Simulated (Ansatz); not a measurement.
`O=C=NP` and `[CH3][SnH2][N]=C=O` differ in one atom or group.

Ansatz, PBE0-D4/def2-TZVP geometries, multiplicity 1. Each molecule was computed in one conformer, which needn't be the lowest.

Elements past krypton have def2 core potentials.

| property | `O=C=NP` |
| --- | --- |
| HOMO energy (PBE0/def2-TZVPP) / eV | -7.52 |
| HOMO–LUMO gap (PBE/def2-TZVPP) / eV | 4.94 |
| HOMO energy (ωB97M-V/def2-TZVPP) / eV | -9.65 |
| HOMO energy (B3LYP/def2-TZVPP) / eV | -7.33 |
| size of the dipole moment (ωB97M-V/def2-TZVPP) / D | 2.15 |
| HOMO–LUMO gap (B3LYP/def2-TZVPP) / eV | 6.66 |

**Question.** Give the same properties after the change, and the shifts. (Estimate.)

**Answer.** Ansatz gave: 
```csv
property,`[CH3][SnH2][N]=C=O`,shift
HOMO energy (PBE0/def2-TZVPP) / eV,-8.02,-0.50
HOMO–LUMO gap (PBE/def2-TZVPP) / eV,5.51,0.57
HOMO energy (ωB97M-V/def2-TZVPP) / eV,-10.24,-0.59
HOMO energy (B3LYP/def2-TZVPP) / eV,-7.78,-0.45
size of the dipole moment (ωB97M-V/def2-TZVPP) / D,4.09,1.94
HOMO–LUMO gap (B3LYP/def2-TZVPP) / eV,7.15,0.49
```

With PBE0 the HOMO falls by 0.50 eV and the LUMO rises by 0.05 eV, so the gap widens by about 0.55 eV. PBE moves the HOMO by -0.31 eV and ωB97M-V by -0.59 eV. Dipoles are sizes alone; their direction can turn.

B3LYP here is the variant with VWN-RPA as its local correlation; programs differ in this.
